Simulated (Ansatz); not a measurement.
These are frozen-core CCSD(T)/cc-pVTZ // B3LYP-D3(BJ)/def2-TZVP run with Ansatz (an electronic-structure program) values and carry that method's errors. The geometry is that of the parent before the electron was removed.

Ansatz 0.2 input:
```yaml
crystal:
  periodic: [false, false, false]
  atoms:
    - { symbol: O, position_ang: [2.455154, 0.400425, -0.307454] }
    - { symbol: C, position_ang: [1.103279, 0.496956, -0.310581] }
    - { symbol: C, position_ang: [0.231377, -0.377383, 0.196804] }
    - { symbol: Si, position_ang: [-1.59708, -0.117463, 0.122217] }
    - { symbol: H, position_ang: [2.719939, -0.420019, 0.129103] }
    - { symbol: H, position_ang: [0.798361, 1.415312, -0.79893] }
    - { symbol: H, position_ang: [0.624406, -1.275698, 0.671031] }
    - { symbol: H, position_ang: [-2.270675, -1.214785, -0.616182] }
    - { symbol: H, position_ang: [-2.194104, -0.074463, 1.480449] }
    - { symbol: H, position_ang: [-1.870657, 1.167119, -0.566455] }
basis:
  gaussian: { orbitals: cc-pVTZ }
correlation:
  method: ccsd_t
total_charge: 1
magnetization:
  spin_polarized: true
  initial_magnetization: 1
```

Output:

```
Functional definition: HF
1200 factors; integrals over basis functions are off by at most 9.6e-4 eV
mean field evaluation 1: about -12041.0447 eV, gradient 3.4e1 eV
mean field evaluation 2: about -12041.0538 eV, gradient 3.4e1 eV
mean field evaluation 4: about -12047.7934 eV, gradient 4.7e0 eV
mean field evaluation 8: about -12048.3411 eV, gradient 2.9e-1 eV
mean field evaluation 16: about -12041.0398 eV, gradient 3.4e1 eV
mean field evaluation 32: about -12044.4672 eV, gradient 7.8e0 eV
mean field evaluation 64: about -12045.1011 eV, gradient 3.6e-1 eV
mean field -12048.34356652 eV, -442.7684594091 hartree, gradient 2.4e-6 eV, S^2 0.767844; 2 other end points of the search recorded, 0 dependent functions left out
8 core orbitals not correlated
reference -12048.34356652 eV, -442.7684594091 hartree; 12, 11 occupied and 188, 189 virtual orbitals, 1200 factors
second order -17.51904541 eV of doubles, -0.00000000 eV of singles
cycle   1  -18.09471429 eV  change   -5.8e-1 eV  update   1.1e-1
cycle   2  -18.61291973 eV  change   -5.2e-1 eV  update   3.7e-2
cycle   3  -18.77455261 eV  change   -1.6e-1 eV  update   2.9e-2
cycle   4  -18.76890537 eV  change    5.6e-3 eV  update   1.3e-2
cycle   5  -18.76818735 eV  change    7.2e-4 eV  update   7.7e-3
cycle   6  -18.77177545 eV  change   -3.6e-3 eV  update   2.9e-3
cycle   7  -18.77133054 eV  change    4.4e-4 eV  update   1.3e-3
cycle   8  -18.77175815 eV  change   -4.3e-4 eV  update   5.4e-4
cycle   9  -18.77192276 eV  change   -1.6e-4 eV  update   2.5e-4
cycle  10  -18.77168113 eV  change    2.4e-4 eV  update   1.3e-4
cycle  11  -18.77173243 eV  change   -5.1e-5 eV  update   7.9e-5
cycle  12  -18.77177426 eV  change   -4.2e-5 eV  update   3.3e-5
cycle  13  -18.77177933 eV  change   -5.1e-6 eV  update   2.3e-5
perturbative correction -0.74815778 eV, -0.0274942912 hartree
Total energy: -12067.86350363 eV, -443.4858038668 hartree
```

Cost: about 30 core-minutes (a rough figure).
